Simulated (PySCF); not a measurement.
Zn(Et)2 (C4H10Zn), SMILES C[CH2][Zn][CH2]C.

The structure is a stationary point at B3LYP-D3(BJ)/def2-SVP. The isomer is the one that the SMILES or the coordinates give; other isomers of the formula were not compared. One conformer was computed; it need not be the lowest.

Level of theory: TDA-B3LYP/def2-SVPD (PySCF).

Vertical excitations.  State labels are in the subgroup C2.

| state | symmetry | energy (eV) | λ (nm) | f | main pairs |
|---|---|---|---|---|---|
| S1 | A | 4.99 | 249 | 0.000 | HOMO→LUMO+1 99 % |
| S2 | B | 4.99 | 248 | 0.000 | HOMO→LUMO 96 % |
| S3 | B | 5.70 | 218 | 0.231 | HOMO→LUMO+2 92 % |
| S4 | A | 6.45 | 192 | 0.003 | HOMO→LUMO+3 93 % |
| S5 | A | 6.92 | 179 | 0.035 | HOMO−1→LUMO 81 %, HOMO−1→LUMO+2 13 % |
| S6 | B | 6.96 | 178 | 0.099 | HOMO−1→LUMO+1 95 % |
| S7 | A | 7.07 | 175 | 0.040 | HOMO−1→LUMO+2 79 %, HOMO−1→LUMO 14 % |
| S8 | B | 7.21 | 172 | 0.201 | HOMO→LUMO+4 93 % |
| S9 | A | 7.40 | 167 | 0.007 | HOMO→LUMO+5 96 % |
| S10 | B | 7.58 | 164 | 0.008 | HOMO→LUMO+6 95 % |
| T1 | B | 4.77 | 260 | 0 | HOMO→LUMO 85 % |
| T2 | A | 4.80 | 258 | 0 | HOMO→LUMO+1 99 % |
| T3 | B | 4.89 | 254 | 0 | HOMO→LUMO+2 83 %, HOMO→LUMO 14 % |
| T4 | A | 6.17 | 201 | 0 | HOMO−1→LUMO 82 %, HOMO→LUMO+3 14 % |
Triplets are in the Tamm–Dancoff approximation.
